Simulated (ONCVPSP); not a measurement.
gold: one change to an ONCV potential, before and after

```json
{
  "Element": "Au",
  "Generator": "ONCVPSP 4.0.1",
  "Type": "optimised norm-conserving Vanderbilt (ONCV)",
  "Functional": "PBE",
  "Relativity": "scalar-relativistic",
  "Frozen core": "[Kr] 4d10 4f14 5s2",
  "Valence charge": "17",
  "Reference configuration": "5p6 5d10 6s1",
  "Partial waves": "6s: rc 2.45 bohr, ncon 3, nbas 7, qcut 3.3 1/bohr, 3 projectors, debl 3.7 Ha; 5p: rc 1.80 bohr, ncon 4, nbas 8, qcut 7.5 1/bohr, 2 projectors, debl 1.5 Ha; 5d: rc 2.25 bohr, ncon 3, nbas 8, qcut 7 1/bohr, 2 projectors, debl 2 Ha",
  "Local potential": "polynomial inside 1.70 bohr (lpopt 5, dvloc0 0 Ha)",
  "Core correction": "Teter function, fcfact 3, rcfact 1.3"
}
```

In the p channel the program set the typed energies aside and used -2.197, 0.250 Ha.

Change: d: qcut 7.3.

Cutoffs: the cutoffs (Ha) at which the residual kinetic energy of the hardest occupied pseudo-wave falls to 1 and 0.1 mHa per electron; they do not see the model core or the augmentation charge, which bear on the density cutoff. Errors are all-electron minus pseudo energies relative to the spin-unpolarised reference configuration.

**Question.** What does the change do?

**Answer.** The potential gets neither clearly harder nor softer (17 Ha and 19 Ha → 17 Ha and 20 Ha); of the 4 tests that both files solve, the error grows in 0 and shrinks in 2 by more than 15 % and 0.3 meV (median size 9.6 → 9.8 meV); neither file shows a bound ghost.

| quantity | base | changed |
| --- | --- | --- |
| cutoff, loose | 17 Ha | 17 Ha |
| cutoff, tight | 19 Ha | 20 Ha |
| loose cutoff by channel | s 4.3 Ha, p 16 Ha, d 17 Ha | s 4.3 Ha, p 16 Ha, d 17 Ha |
| bound ghosts | none | none |
| GHOST(+) flags under 300 eV | s at 129.4 eV | s at 129.4 eV |
| error for 5p6 5d10 6s0, meV [ΔE 9.41 eV] | -11 | -12 |
| error for 5p6 5d9 6s0, meV [ΔE 30.62 eV] | -7.9 | -7.9 |
| error for 5p6 5d8 6s0, meV [ΔE 64.49 eV] | +22 | +16 |
| error for 5p6 5d9 6s1 6p1, meV [ΔE 7.50 eV] | +8.0 | +6.2 |
| s: phases at 2.48 bohr within 0.05 rad from the reference energy up to (Ha; the scan ends near 5) | 4.7 | 4.7 |
| p: phases at 1.83 bohr within 0.05 rad from the reference energy up to (Ha; the scan ends near 5) | to the end of the scan | to the end of the scan |
| d: phases at 2.28 bohr within 0.05 rad from the reference energy up to (Ha; the scan ends near 5) | to the end of the scan | to the end of the scan |
| rms error of d²Exc/dni dnj with the model core, mHa | 1.16 | 1.14 |
